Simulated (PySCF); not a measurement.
C₃H₆AlNO.

```xyz
12

Al    -0.7677     0.3300    -0.3634
C     -2.2885    -0.8820    -0.4277
H     -2.0421    -1.8000    -0.9899
H     -3.1846    -0.4386    -0.8909
H     -2.5704    -1.2179     0.5859
C     -0.7063     2.1699    -0.9932
H      0.0427     2.2875    -1.7965
H     -0.3923     2.8569    -0.1878
H     -1.6702     2.5329    -1.3848
N      0.7446    -0.3208     0.3535
C      1.7594    -0.7565     0.8345
O      2.7497    -1.1818     1.3040
```

Geometry: r2SCAN-D4/def2-SVP. A frequency run showed that this geometry is not a minimum. The structure was generated by enumeration; whether it is a known compound was not checked. One conformer was computed; it need not be the lowest.

All values below come from PBE/pcSseg-1 (PySCF). Non-relativistic, no solvent.

Computed absolute GIAO shielding of each atom: isotropic value and principal components (ppm):
| atom | σ(iso) | σ11 | σ22 | σ33 | span |
|---|---|---|---|---|---|
| Al1 | 326.2 | 181.2 | 338.8 | 458.7 | 277.6 |
| C2 | 189.5 | 185.1 | 188.4 | 195.0 | 9.9 |
| H3 | 31.4 | 27.3 | 28.8 | 38.2 | 10.9 |
| H4 | 31.5 | 27.2 | 29.0 | 38.2 | 11.0 |
| H5 | 31.5 | 27.4 | 28.8 | 38.2 | 10.8 |
| C6 | 189.5 | 185.1 | 188.3 | 195.0 | 9.9 |
| H7 | 31.5 | 27.4 | 28.8 | 38.2 | 10.8 |
| H8 | 31.4 | 27.3 | 28.8 | 38.2 | 10.9 |
| H9 | 31.5 | 27.2 | 29.0 | 38.2 | 11.0 |
| N10 | 192.3 | 115.0 | 140.4 | 321.4 | 206.4 |
| C11 | 54.7 | -54.1 | -53.0 | 271.1 | 325.2 |
| O12 | 186.7 | 91.4 | 107.4 | 361.3 | 269.9 |
